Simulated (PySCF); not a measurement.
InF₂Br, SMILES [F][In]([F])[Br]. Geometry optimised at PBE-D3(BJ)/def2-SVP. The def2 effective core potentials stand for the cores of In; spin–orbit coupling is left out.

### Question
Give the equilibrium geometry at PBE-D3(BJ)/def2-SVP (PySCF confirms it by a frequency run) as a Z-matrix, and its point group. (Estimate from the structure and the level; the computed values follow.)

### Answer
point group C2v.
```
In
F 1 1.9627
F 1 1.9627 2 116.10
Br 1 2.4634 2 121.95 3 180.00
```
Charge 0, spin multiplicity 1.
